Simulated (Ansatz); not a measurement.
`CC1=[N+](C)[Al-]([CH3])([Cl])[N]1C` → Al• + 5 C• + Cl• + 12 H• + 2 N•  (atomization)

Isolated molecules relaxed with PBE0-D4/def2-TZVP in Ansatz; ΔE leaves out vibrations. CCSD(T)/CBS adds triple-zeta CCSD(T) − MP2 to the extrapolated MP2 energy (def2 sets, frozen cores). This one scheme is used for every species, atoms too. For atomizations the MP2-based limit and the directly extrapolated one differ by several kJ/mol either way, and by 10 to 25 for some Ge, Se and Sn compounds, so smaller differences from it don't rank the levels. Open shells (•) are unrestricted, without spin–orbit coupling. Spin–orbit coupling would lower the free atoms: a little for Al, C, Cl.

`CC1=[N+](C)[Al-]([CH3])([Cl])[N]1C`:

Cartesian coordinates in Å:
```
C 0.957 -2.032 0.131
C 0.200 -0.750 0.156
N -0.769 -0.434 -0.692
C -1.243 -1.301 -1.731
Al -0.964 1.268 0.173
C -0.464 2.874 -0.806
Cl -2.735 1.387 1.357
N 0.417 0.236 1.016
C 1.395 0.192 2.064
H 1.814 -1.937 -0.542
H 0.333 -2.846 -0.236
H 1.333 -2.285 1.122
H -1.994 -0.772 -2.318
H -0.446 -1.608 -2.419
H -1.719 -2.206 -1.336
H 0.453 2.728 -1.386
H -1.252 3.178 -1.502
H -0.298 3.719 -0.130
H 2.409 0.014 1.687
H 1.171 -0.577 2.813
H 1.403 1.151 2.580
```

```
                             species  HF/def2-TZVPP energy (Eh)
`CC1=[N+](C)[Al-]([CH3])([Cl])[N]1C`                -1006.93287
                                 Al•                 -241.87439
                                  C•                  -37.69248
                                 Cl•                 -459.47685
                                  H•                   -0.49981
                                  N•                  -54.40275
```

(1) Work out ΔE.

Largest T1 diagnostic among the species: 0.018.

## Answers

(1) ΔE = 12 × (-0.49981) + 5 × (-37.69248) + 2 × (-54.40275) + (-241.87439) + (-459.47685) − (-1006.93287) = 2.31601 Eh = +63.02 eV. CCSD(T)/CBS gives +86.07 eV.

From BLYP to BHLYP (50 % exact exchange), in def2-TZVPP and without D4, ΔE moves by −1.55 eV: exact exchange takes away binding that semilocal exchange gives to molecules. In def2-TZVPP, CCSD(T) changes the Hartree–Fock value by +20.87 eV (the triples alone add +1.30 eV) and MP2 by +22.23 eV; breaking electron pairs costs correlation energy, which Hartree–Fock lacks.
